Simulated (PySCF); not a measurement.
Isomers of C4H12SSi, from PBE0-D3(BJ)/def2-SVP geometry optimisation, gas phase in PySCF. One conformer each, no zero-point energy, no frequencies.

Question: Which is lower in electronic energy at this level?
A. `[CH3:1][CH:2]([CH3:3])[CH2:4][S:5][SiH3:6]` with C1–C2–C4–S5 63°, C2–C4–S5–Si6 -103°: A = 4063, B = 1159, C = 1038 MHz, dipole 1.58 D
B. Me3Si(SMe) (`CS[Si](C)(C)C`): A = 2684, B = 1583, C = 1470 MHz, dipole 1.78 D

Answer: B. That is Me3Si(SMe) (`CS[Si](C)(C)C`), 26.8 kcal/mol below the other.

| SMILES | mapped SMILES | E (Eh) | relative (kcal/mol) | relative (kJ/mol) | dipole (D) |
| --- | --- | --- | --- | --- | --- |
| CS[Si](C)(C)C | [CH3:1][S:2][Si:3]([CH3:4])([CH3:5])[CH3:6] | -846.62185 | 0.0 | 0.0 | 1.78 |
| CC(C)CS[SiH3] | [CH3:1][CH:2]([CH3:3])[CH2:4][S:5][SiH3:6] | -846.57920 | 26.8 | 112.0 | 1.58 |

As drawn, the lower has an Si–C bond, which the higher lacks.
